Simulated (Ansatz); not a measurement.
`[F][Zr]([F])([F])[Cl]` + `[F][InH][SH]` → `[F][Zr]([F])([F])[SH]` + `[F][InH][Cl]`  (redistribution)

Calculated with Ansatz (gas phase, PBE0-D4/def2-TZVP geometries, no zero-point term in ΔE). CCSD(T)/CBS adds triple-zeta CCSD(T) − MP2 to the extrapolated MP2 energy (def2 sets, frozen cores). DFT in def2-TZVPP. def2 core potentials past Kr. For In, Zr outer-core shells are correlated without core-valence functions, which leaves a few kJ/mol of doubt a bond. One conformer a species, not always the lowest.

`[F][Zr]([F])([F])[Cl]`:

Cartesian coordinates in Å:
```
F 1.594 0.443 -0.967
Zr 0.046 0.055 0.040
F 0.562 -0.646 1.715
F -0.926 1.649 0.313
Cl -1.277 -1.501 -1.101
```

`[F][InH][SH]`:

Cartesian coordinates in Å:
```
F -1.158 0.648 1.339
In -0.500 0.234 -0.453
S 1.599 -0.822 -0.229
H -1.474 0.669 -1.768
H 1.533 -0.729 1.111
```

`[F][Zr]([F])([F])[SH]`:

Cartesian coordinates in Å:
```
F -0.422 0.220 -2.252
Zr -0.262 -0.254 -0.430
F -1.956 -0.390 0.403
F 0.606 -1.921 -0.212
S 1.048 1.497 0.656
H 0.987 0.847 1.835
```

`[F][InH][Cl]`:

```xyz
4

F    -1.278    1.200   -0.670
In    0.163    0.109    0.033
Cl   -0.558   -2.072    0.227
H     1.673    0.763    0.411
```

Task: Is it downhill or uphill in electronic energy at CCSD(T)/CBS, and by how much? (Best estimate.)

Result: Ansatz gave: Uphill: ΔE = +11.6 kcal/mol.

Task: What do these levels give: BHLYP-D4, PBE, CCSD/def2-SVP, MP2/def2-QZVPP, SCS-MP2/def2-QZVPP, HF/CBS(def2)? (Estimate.)

Result: Ansatz gave: BHLYP-D4 11.6, PBE 11.7, CCSD/def2-SVP 12.2, MP2/def2-QZVPP 12.0, SCS-MP2/def2-QZVPP 11.7, HF/CBS(def2) 10.9 kcal/mol.

Largest T1 diagnostic among the species: 0.018.

Leaving LDA and LC-ωPBE aside and taking each functional with its dispersion term where it has one, the values, not all of them listed here, spread over 0.4 kcal/mol, from revPBE-D4 to r2SCAN-D4. LDA lies +0.8 kcal/mol from PBE without D4.
